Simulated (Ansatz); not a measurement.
Stepwise reaction of `C[S][SnH2][S]C` with hydrogen, as a gas-phase model of exchange steps in deposition or etching. ΔE in kJ/mol.

Calculated with Ansatz (gas phase, PBE0-D4/def2-TZVP geometries, no zero-point term in ΔE). CCSD(T)/CBS adds triple-zeta CCSD(T) − MP2 to the extrapolated MP2 energy (def2 sets, frozen cores). This one scheme is used for every species. Functionals use def2-TZVPP. B3LYP here is the variant with VWN-RPA as its local correlation; programs differ in this. Elements past krypton have def2 core potentials. For Sn outer-core shells are correlated without core-valence functions, which leaves a few kJ/mol of doubt a bond. One conformer a species, not always the lowest.

| step | reaction | PBE-D4 | B3LYP-D4 | ωB97M-V | CCSD(T)/CBS |
| --- | --- | --- | --- | --- | --- |
| 1 | `C[S][SnH2][S]C` + H₂ → `C[S][SnH3]` + CH₃SH | 49.4 | 45.5 | 39.9 | 50.5 |
| 2 | `C[S][SnH3]` + H₂ → `[SnH4]` + CH₃SH | 38.3 | 35.1 | 31.1 | 41.4 |

(1) By hand: ΔE of the 2 steps together at CCSD(T)/CBS.

## Answers

(1) (50.5) + (41.4) = 91.9 kJ/mol, or 46.0 kJ/mol a step.

In ΔE each step is lower than the one before. All are uphill at CCSD(T)/CBS. PBE-D4 differs from CCSD(T)/CBS by -3.1 to -1.1 kJ/mol a step. Isolated molecules leave out the surface, adducts and barriers. Largest T1 diagnostic: 0.013.
